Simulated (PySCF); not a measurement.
## Static response to an electric field

Species: C3H8O2SSi.
Atom-mapped SMILES: `[CH3:1][O:2][Si@@H:3]([SH:4])[CH2:5][CH:6]=[O:7]` (hydrogens: H8, H9, H10 on C1; H11 on Si3; H12 on S4; H13, H14 on C5; H15 on C6)

Structure used (GFN2-xTB), in Å, numbered top down from 1:
```
atom  x, y, z in Å
C1     2.709   -0.087   -0.315
O2     1.474    0.450    0.066
Si3    0.005   -0.141   -0.255
S4    -0.013   -2.222    0.278
C5    -1.104    0.928    0.857
C6    -2.516    0.565    0.601
O7    -2.851   -0.381   -0.061
H8     2.740   -1.159   -0.115
H9     3.485    0.416    0.261
H10    2.879    0.079   -1.380
H11   -0.353   -0.034   -1.666
H12   -1.316   -2.385    0.144
H13   -0.964    1.994    0.690
H14   -0.903    0.763    1.918
H15   -3.276    1.221    1.069
```

Level: PBE0/def2-SVPD (PySCF), static field, nuclei fixed, core orbitals frozen in the response. The polarisability tensor in these axes (au):

```
x   95.19 -1.76 -3.73
y   -1.76 92.18  3.35
z   -3.73  3.35 75.59
```

Q: Diagonalise the tensor; give its mean and Δα, where Δα² is half the sum of the squared differences of the eigenvalues.

A: Principal values 74.40, 91.47 and 97.09 au; mean 87.65 au = 12.99 Å³ = 14.45 × 10⁻⁴⁰ C²·m²/J; Δα = 20.47 au (23 % of the mean).

Q: What is the dipole moment, and where does it point?

A: (0.73, 2.39, 0.78) D, 2.61 D in size, pointing from the negative to the positive side. Measured along this direction, the outermost atoms are H12 at the negative end and H13 at the positive end.

Q: Give the eigenvalues of the traceless quadrupole moment Θ = ½Σq(3rr − r²1), origin at the centre of nuclear charge.

A: -7.23, -2.34, 9.57 D·Å. The values depend on the origin, since the dipole doesn't vanish. The electronic extent ⟨r²⟩ about the same centre is 1274 bohr², a root-mean-square distance of 2.23 Å for the 72 electrons.

Q: Form Σ f/ω² (atomic units) for the 8 lowest TDDFT singlets, given as eV and f, and set it beside the mean polarisability, which is this sum over all singlets: 4.38, 0.0002; 5.16, 0.0001; 6.10, 0.0002; 6.30, 0.0001; 6.59, 0.0549; 6.66, 0.0010; 6.95, 0.0066; 7.07, 0.0032.

A: They add up to 1.12 au, 1.3 % of the 87.65 au; the largest single term is 0.94 au, from the state at 6.59 eV. Terms in order: 0.01, 0.00, 0.00, 0.00, 0.94, 0.02, 0.10, 0.05 au. Higher excitations give the rest. The strengths listed sum to 0.066.

Q: Refractivity n − 1 of an ideal gas of it at 500 K and 1 atm, from the electronic α?

A: N = p/kT = 1.4678 × 10¹⁹ cm⁻³, so n − 1 = 2π × N × 12.99 × 10⁻²⁴ cm³ = 1198 × 10⁻⁶ at long wavelengths, for an ideal gas.

Isolated species at its GFN2-xTB geometry (one conformer only).
